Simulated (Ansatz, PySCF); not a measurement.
Caution: the highest occupied level lies above zero, so the state may not be bound. This singlet lies 1.83 eV below the relaxed triplet at the level frozen-core CCSD(T)/aug-cc-pVTZ // B3LYP-D3(BJ)/def2-TZVPD (Ansatz, an electronic-structure program).

B3LYP has the VWN-RPA correlation part, as in Gaussian. 

Cartesian coordinates (Å):
```xyz
4

O     -0.6893    -0.3748     0.0970
B      0.2400     0.6138    -0.1651
Cl     1.9936    -0.2887     0.0926
H     -1.5443     0.0497    -0.0245
```
Charge -1, spin multiplicity 1.

**Question.** Predict the total energy and HOMO from B3LYP-D3(BJ)/def2-TZVPD (PySCF).

**Answer.** 
```yaml
total_energy: -561.0078 Ha
HOMO: 0.34 eV
```
